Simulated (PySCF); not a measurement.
# Radial density of Cd(2+) (cadmium, charge +2)

UHF, [Kr] 4d10, closed-shell 1S. Computed with PySCF 2.14 in def2-TZVP with the def2 core potential (28 electrons) (6s4p3d1f, 40 functions), with scalar relativity through the core potential. This is the valence pseudo-density: the core potential removes the inner electrons and smooths the orbitals near the nucleus.

```tsv
r (bohr)	4πr²ρ (e/bohr)
0.0290	1.246e-05
0.0489	5.294e-05
0.0822	0.0003803
0.138	0.004505
0.232	0.07051
0.391	1.532
0.658	14.75
1.11	16.25
1.86	3.122
3.13	0.1399
5.26	0.0006568
```

Energies and moments cover only the electrons outside the core potential.
